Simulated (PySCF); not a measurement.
Vertical excitations of a molecule C3H9NSi2 from PySCF 2.14.0 with TDA-PBE/def2-SVPD, as energy in eV (oscillator strength): 4.54 (0.020), 5.40 (0.008), 5.79 (0.003), 5.86 (0.001), 5.89 (0.014), 6.30 (0.002), 6.35 (0.002), 6.42 (0.157), 6.48 (0.131), 6.53 (0.005). Lowest triplet (TDA): 4.09 eV. Coordinates come from a B3LYP-D3(BJ)/def2-SVP optimisation. The values are those of a single conformer.

Pick the molecule that these values belong to.
A. C=C1CN[SiH2][SiH2]1
B. CC1=C[SiH2]N[SiH2]1
C. C[Si@H]1CN=C1[SiH3]
D. C=C1C[SiH2][Si@@H]1N

B, CC1=C[SiH2]N[SiH2]1
